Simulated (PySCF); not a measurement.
Simulation results for CH₆BClGe, CH₇BGeO

Computed with PySCF 2.14.0. Calculation on a computer-drawn molecule: the log of a Hartree-Fock and frozen-core CCSD(T) single point meant for a local Hartree-Fock minimum, with one planted fault or none, to be diagnosed. Offsets are logged minus clean, where the clean run is the same molecule without the fault. The reference is restricted for singlets and unrestricted otherwise, and also for a bond in bohr or an excited solution. Adding or removing an electron swaps singlet and doublet. The excited solution moves the top pair (singlet) or top alpha electron (doublet) to the lowest empty orbital. Highest occupied and lowest empty are orbital energies over both spins, largest force is the largest gradient component, triples share is (T) over the correlation energy, the T1 limit is 0.02 restricted and 0.045 unrestricted, electrons count all cores, a negative frequency is imaginary (commonest isotopes), and the dipole is about the centre of nuclear charge; on germanium a core potential holds 10 electrons, which the energies leave out, and 3d is frozen in MP2 and coupled-cluster steps.

Common to all runs: meant charge 0; meant multiplicity 1; meant basis and core potential on germanium cc-pVDZ-PP ECP10MDF; logged SCF converged yes; possible faults no fault, one electron removed, one electron added, multiplicity raised by two, geometry at a saddle point, SCF held on an excited solution, minimal basis STO-3G, one bond length entered in bohr, all coordinates scaled.

(1) 
```xyz
10
formula=CH6BClGe meant_basis=cc-pV(D+d)Z logged_electrons=67 logged_basis_functions=104 logged_spin_squared=0.7623 logged_highest_occupied=-0.68962 logged_lowest_empty=8.0832 logged_largest_force=0.052075 logged_T1_diagnostic=0.0096374 logged_D1_diagnostic=0.025896 logged_triples_share=0.025686 logged_CC_converged=yes logged_dipole_magnitude=3.253 logged_SCF_stable_within_its_kind=yes logged_energy_HF=-818.94283 logged_energy_CCSD(T)=-819.49198 planted_fault=one_electron_added HF_energy_offset_from_clean_run=10.75 CCSD(T)_energy_offset_from_clean_run=-0.5829
C     -0.5182    -3.3797    -0.3544
B     -1.0653    -1.9817    -0.7971
Ge    -1.4991    -1.4713    -2.7758
Cl    -1.1596    -3.2010    -4.0918
H     -0.7185    -4.1934    -1.0518
H      0.5767    -3.2545    -0.3166
H     -0.8272    -3.6616     0.6550
H     -1.2073    -1.1009     0.0093
H     -2.9626    -1.0856    -3.0014
H     -0.6035    -0.3662    -3.3395
```

Units: logged_highest_occupied, logged_lowest_empty in eV; logged_largest_force in hartree/bohr; logged_dipole_magnitude in debye; logged_energy_HF, logged_energy_CCSD(T) in hartree; HF_energy_offset_from_clean_run, CCSD(T)_energy_offset_from_clean_run in kcal/mol.

Drawn bonds:
| atom | other atom | order |
| --- | --- | --- |
| 1 | 2 | 1 |
| 2 | 3 | 1 |
| 3 | 4 | 1 |
| 1 | 5 | 1 |
| 1 | 6 | 1 |
| 1 | 7 | 1 |
| 2 | 8 | 1 |
| 3 | 9 | 1 |
| 3 | 10 | 1 |

(2) 
```xyz
10
formula=CH6BClGe meant_basis=cc-pV(D+d)Z logged_electrons=66 logged_basis_functions=104 logged_spin_squared=2.0141 logged_highest_occupied=-7.1922 logged_lowest_empty=-2.0789 logged_largest_force=0.05447 logged_T1_diagnostic=0.017774 logged_D1_diagnostic=0.10492 logged_triples_share=0.027644 logged_CC_converged=yes logged_dipole_magnitude=1.874 logged_SCF_stable_within_its_kind=yes logged_energy_HF=-818.82128 logged_energy_CCSD(T)=-819.35126 planted_fault=multiplicity_raised_by_two HF_energy_offset_from_clean_run=87.02 CCSD(T)_energy_offset_from_clean_run=87.73
C     -0.5182    -3.3797    -0.3544
B     -1.0653    -1.9817    -0.7971
Ge    -1.4991    -1.4713    -2.7758
Cl    -1.1596    -3.2010    -4.0918
H     -0.7185    -4.1934    -1.0518
H      0.5767    -3.2545    -0.3166
H     -0.8272    -3.6616     0.6550
H     -1.2073    -1.1009     0.0093
H     -2.9626    -1.0856    -3.0014
H     -0.6035    -0.3662    -3.3395
```

Units: logged_highest_occupied, logged_lowest_empty in eV; logged_largest_force in hartree/bohr; logged_dipole_magnitude in debye; logged_energy_HF, logged_energy_CCSD(T) in hartree; HF_energy_offset_from_clean_run, CCSD(T)_energy_offset_from_clean_run in kcal/mol.

Drawn bonds:
| atom | other atom | order |
| --- | --- | --- |
| 1 | 2 | 1 |
| 2 | 3 | 1 |
| 3 | 4 | 1 |
| 1 | 5 | 1 |
| 1 | 6 | 1 |
| 1 | 7 | 1 |
| 2 | 8 | 1 |
| 3 | 9 | 1 |
| 3 | 10 | 1 |

(3) 
```xyz
10
formula=CH6BClGe meant_basis=cc-pV(D+d)Z logged_electrons=66 logged_basis_functions=104 logged_spin_squared=0 logged_highest_occupied=-5.1506 logged_lowest_empty=-3.9225 logged_largest_force=0.096267 logged_CC_converged=no logged_dipole_magnitude=2.321 logged_SCF_stable_within_its_kind=no logged_energy_HF=-818.5461 planted_fault=SCF_held_on_an_excited_solution HF_energy_offset_from_clean_run=259.7
C     -0.5182    -3.3797    -0.3544
B     -1.0653    -1.9817    -0.7971
Ge    -1.4991    -1.4713    -2.7758
Cl    -1.1596    -3.2010    -4.0918
H     -0.7185    -4.1934    -1.0518
H      0.5767    -3.2545    -0.3166
H     -0.8272    -3.6616     0.6550
H     -1.2073    -1.1009     0.0093
H     -2.9626    -1.0856    -3.0014
H     -0.6035    -0.3662    -3.3395
```

Units: logged_highest_occupied, logged_lowest_empty in eV; logged_largest_force in hartree/bohr; logged_dipole_magnitude in debye; logged_energy_HF in hartree; HF_energy_offset_from_clean_run in kcal/mol.

Drawn bonds:
| atom | other atom | order |
| --- | --- | --- |
| 1 | 2 | 1 |
| 2 | 3 | 1 |
| 3 | 4 | 1 |
| 1 | 5 | 1 |
| 1 | 6 | 1 |
| 1 | 7 | 1 |
| 2 | 8 | 1 |
| 3 | 9 | 1 |
| 3 | 10 | 1 |

Notes: CCSD not converged.

(4) 
```xyz
11
formula=CH7BGeO meant_basis=cc-pVDZ logged_electrons=58 logged_basis_functions=100 logged_spin_squared=0 logged_highest_occupied=-4.9369 logged_lowest_empty=-3.4117 logged_largest_force=0.08451 logged_CC_converged=no logged_dipole_magnitude=2.8979 logged_SCF_stable_within_its_kind=no logged_energy_HF=-434.47375 planted_fault=SCF_held_on_an_excited_solution HF_energy_offset_from_clean_run=249.4
C     -0.3798    -1.9037    -0.9531
B     -1.5519    -0.8631    -0.8391
Ge    -1.3632     0.9755     0.1369
O      0.3241     1.2670     0.6807
H     -0.5881    -2.6738    -0.1929
H      0.6127    -1.5001    -0.7477
H     -0.3737    -2.4281    -1.9129
H     -2.6297    -1.1425    -1.2959
H     -1.6471     2.1636    -0.7863
H     -2.2898     1.0695     1.3646
H      0.6099     0.7221     1.3989
```

Units: logged_highest_occupied, logged_lowest_empty in eV; logged_largest_force in hartree/bohr; logged_dipole_magnitude in debye; logged_energy_HF in hartree; HF_energy_offset_from_clean_run in kcal/mol.

Drawn bonds:
| atom | other atom | order |
| --- | --- | --- |
| 1 | 2 | 1 |
| 2 | 3 | 1 |
| 3 | 4 | 1 |
| 1 | 5 | 1 |
| 1 | 6 | 1 |
| 1 | 7 | 1 |
| 2 | 8 | 1 |
| 3 | 9 | 1 |
| 3 | 10 | 1 |
| 4 | 11 | 1 |

Notes: CCSD not converged.
